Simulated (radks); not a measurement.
The numbers below are computed, except where a source is named.
Ionisation of neutral nickel, [Ar] 3d8 4s2, to Ni+, [Ar] 3d9, under several functionals. Scalar-relativistic Kohn-Sham, spin-unpolarised, spherical densities, finite nucleus; a radial shooting solver on a logarithmic mesh with Libxc functionals.

functional                                        E(Ni) (hartree)  Exc (hartree)  IE (eV)  -e(HOMO) (eV)  <r> HOMO (bohr)  IE error (eV)
exchange-only B88                                     -1519.57597      -62.24268    6.024          4.976            2.850         -1.616
exchange-only PBE                                     -1519.27103      -61.92794    6.125          4.981            2.871         -1.515
PBEsol                                                -1519.22996      -61.90037    6.265          5.663            2.794         -1.375
BP86                                                  -1521.01998      -63.72243    6.505          5.820            2.791         -1.135
LDA (Slater exchange, VWN5 correlation)               -1518.06540      -60.71668    6.543          5.859            2.783         -1.097
LDA (Slater exchange, Perdew-Zunger correlation)      -1518.05025      -60.70083    6.562          5.866            2.783         -1.078
RPBE                                                  -1520.73394      -63.43477    6.163          5.559            2.824         -1.477

NIST Atomic Spectra Database: 7.640 eV (measured). Closest: LDA (Slater exchange, Perdew-Zunger correlation). The Delta-SCF values span 0.54 eV, the total energies 2.97 hartree. The highest occupied level is 4s. Spin polarisation and multiplet splitting are left out, so open shells lie too high by an amount that depends on their filling.

Beside tabulated values, note that spin-unpolarised runs miss the spin-polarisation part of the exchange energy of open shells.
